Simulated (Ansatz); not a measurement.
Calculated with Ansatz (gas phase, PBE0-D4/def2-TZVP geometries, no zero-point term in ΔE). CBS: MP2 limit from def2 TZ/QZ plus the TZ coupled-cluster correction, frozen cores. This one scheme is used for every species. Functionals use def2-TZVPP. B3LYP here is the variant with VWN-RPA as its local correlation; programs differ in this. For Ge outer-core shells are correlated without core-valence functions, which leaves a few kJ/mol of doubt a bond. Scalar relativity is left out up to krypton. Each species was taken in one conformer, which may not be the lowest.

Consider the germylene formation by 1,1-elimination: `C=[CH][GeH2][Cl]` → `C=C` + `[Cl][GeH]`.

`C=[CH][GeH2][Cl]`:

```xyz
9

C     1.567   -0.061    0.004
C     0.424   -0.513   -0.491
Ge   -1.310    0.127    0.072
Cl   -0.989    1.640    1.579
H     2.525   -0.443   -0.336
H     1.593    0.709    0.770
H     0.437   -1.285   -1.258
H    -2.088    0.800   -1.068
H    -2.159   -0.973    0.727
```

`C=C`:

Z-matrix (Å, degrees):
```
C
C 1 1.323
H 1 1.085 2 121.7
H 1 1.085 2 121.7 3 -180.0
H 2 1.085 1 121.7 3 -0.0
H 2 1.085 1 121.7 3 -180.0
```

`[Cl][GeH]`:

Cartesian coordinates in Å:
```
Cl -0.221 1.397 0.708
Ge -0.600 -0.635 0.008
H 0.821 -0.762 -0.716
```

(1) Is it downhill or uphill in electronic energy at CCSD(T)/CBS, and by how much? (Estimate.)

(2) What do these levels give: LDA (SPW92), r2SCAN-D4, PBE0-D4, B3LYP-D4, r2SCAN0-D4, PBE-QIDH, BLYP, r2SCAN0, HF/def2-SVP, MP2/def2-SVP, CCSD(T)/def2-SVP, MP2/def2-QZVPP? (An estimate is asked.)

(3) What do rigid-rotor, harmonic-oscillator terms from PBE0-D4/def2-TZVP frequencies (298.15 K, 1 bar) make of the CCSD(T)/CBS value? (Estimate.)

Largest T1 diagnostic among the species: 0.013.

Results:

(1) The calculation gave: Uphill: ΔE = +108.7 kJ/mol.

(2) Computed: LDA (SPW92) 132.4, r2SCAN-D4 115.2, PBE0-D4 112.1, B3LYP-D4 85.8, r2SCAN0-D4 121.3, PBE-QIDH 128.8, BLYP 51.0, r2SCAN0 118.3, HF/def2-SVP 94.5, MP2/def2-SVP 128.4, CCSD(T)/def2-SVP 107.4, MP2/def2-QZVPP 127.9 kJ/mol.

(3) Computed: ΔZPE = -4.0 kJ/mol, ΔH = +108.0 kJ/mol, ΔS = 152 J/(mol·K), ΔG = +62.6 kJ/mol.

In def2-TZVPP, CCSD(T) changes the Hartree–Fock value by +31.5 kJ/mol (the triples alone add +4.0 kJ/mol) and MP2 by +47.3 kJ/mol. From BLYP to BHLYP (50 % exact exchange), in def2-TZVPP and without D4, ΔE moves by +38.6 kJ/mol.
